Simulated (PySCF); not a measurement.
C₅H₁₁FSi₂.
Structure used (GFN2-xTB), in Å, numbered top down from 1:
```xyz
19
C5H11FSi2 angstrom
F      4.540   -0.014   -0.655
Si     3.090    0.568   -0.242
Si     1.581   -1.175   -0.320
C     -0.156   -0.478   -0.242
C     -1.127   -0.613   -1.139
C     -2.382    0.116   -0.767
C     -2.138    0.508    0.699
C     -0.617    0.397    0.898
H      2.902    1.658   -1.199
H      3.354    1.153    1.071
H      1.681   -1.994   -1.538
H      1.744   -2.097    0.820
H     -1.053   -1.164   -2.061
H     -3.271   -0.506   -0.888
H     -2.508    0.996   -1.406
H     -2.513    1.505    0.928
H     -2.645   -0.201    1.354
H     -0.359   -0.027    1.869
H     -0.131    1.376    0.827
```

Probes without a nucleus sit at each ring's centroid and 1 Å off its mean plane on both sides; NICS is minus the shielding there, NICSzz its component along the normal. Level: GIAO PBE0/pcSseg-1 (PySCF, non-relativistic, gas phase) on the GFN2-xTB geometry, one conformer.

Ring bond lengths (Å), with Mayer bond orders in brackets: C4–C5 1.329 (1.86), C5–C6 1.498 (1.04), C6–C7 1.537 (1.03), C7–C8 1.538 (1.04), C8–C4 1.509 (1.00).

Question: What do the NICS probes read (ppm)?

Answer: 
```tsv
ring	type	NICS(0)	NICS(1), two faces	NICS(1)zz, two faces	rms pucker (Å)	centre to ring atoms, mean (Å)
C4–C5–C6–C7–C8	5-membered carbocycle; formal bonds 1 double, 4 single	-2.0	-3.9 / -2.9	-4.4 / -3.0	0.09	1.26
```

Question: What can be read from them?

Answer: 
- C4–C5–C6–C7–C8: mean NICS(1)zz -3.7 ppm, shielded. C6, C7, C8 have four or more neighbours, so the value isn't read as a sign of a π ring current.

Question: Give the inner angles of the rings and the Hirshfeld charges of the ring atoms.

Answer: 
- C4–C5–C6–C7–C8: C4 110.2° (-0.101 e), C5 113.3° (-0.040 e), C6 103.2° (-0.069 e), C7 105.2° (-0.064 e), C8 104.3° (-0.073 e); sum 536.1° against 540° for a flat convex ring.

Question: What are the shieldings of the ring atoms and their hydrogens in the same run (means over atoms taken as equivalent)?

Answer: 
| atoms | environment | σ isotropic (ppm) |
| --- | --- | --- |
| C4 | fully substituted alkene carbon | 47.9 |
| C5 | alkene CH carbon | 32.2 |
| C6 | allylic carbon | 147.5 |
| C7 | ring CH2 carbon | 159.9 |
| C8 | allylic carbon | 144.2 |
| H13 | vinylic hydrogen | 25.32 |
| H14 (×2) | methylene hydrogen | 29.17 |
| H16 (×2) | methylene hydrogen | 29.80 |
| H18 (×2) | methylene hydrogen | 29.43 |
